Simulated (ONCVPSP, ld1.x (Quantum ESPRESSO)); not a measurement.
# Potentials for nitrogen (N) compared

Generated with ld1.x 7.5 (TM, RRKJ, ultrasoft, PAW), atompaw 4.2 or ONCVPSP 4.0.1. The cutoff is in Ry: for ld1.x and atompaw files where the sum of valence levels is converged to 10 mRy in a Bessel basis, for ONCV files where the hardest occupied wave has 1 mHa per electron of residual kinetic energy. The error is the largest all-electron minus pseudo excitation energy over each file’s own four to seven test configurations (ionisations up to +4, promotions, holes and added fractions of an electron), all of which were solved. The labels leave out finer settings (local radius, basis sizes, second energies), which also bear on the numbers. Spin-polarised tests are not counted. The rows are a selection from randomly drawn settings: files with unsolved tests, undetermined cutoffs or missed reference levels are left out.

```tsv
potential	cutoff (Ry)	largest error (meV)	bound ghosts
TM, PBE, non-relativistic, rc 1.05/1.45 (sp), local s, core correction yes, reference 2s1.5 2p3.5	55	+729	none
ONCV, PBEsol, scalar-relativistic, rc 0.95/2.20 (sp), local s, core correction no, reference 2s2 2p1, qcut 7.6/7.4, projectors 0/2	54	+1102	none
ONCV, LDA (Perdew-Zunger), scalar-relativistic, rc 0.75/1.85 (sp), local smoothed, core correction yes, reference 2s2 2p3, qcut 6.8/6.8, projectors 2/3	65	+1388	none
TM, PBE, scalar-relativistic, rc 0.90/1.35/1.25 (spd), local s, core correction no, reference 2s2 2p2	70	+756	none
ONCV, LDA (Perdew-Wang 92), scalar-relativistic, rc 1.05/1.15/0.95 (spd), local smoothed, core correction yes, reference 2s2 2p3, qcut 6.7/7.8/9.8, projectors 2/2/2	105	+248	none
ONCV, LDA (Perdew-Zunger), scalar-relativistic, rc 0.80/1.25 (sp), local s, core correction no, reference 2s2 2p2, qcut 9.1/11.5, projectors 0/1	166	+286	none
ONCV, PBE, scalar-relativistic, rc 0.95/1.70/1.50 (spd), local s, core correction yes, reference 2s2 2p3, qcut 6.2/6.6/7.5, projectors 0/2/2	94	+1200	none
```

(1) Fill in the row for N: TM semilocal, PBE, scalar-relativistic, rc 0.90/1.80 (sp), local s, core correction no, reference 2s1 2p4.

Results:

(1) cutoff 50 Ry, largest error +2434 meV, bound ghosts: none.
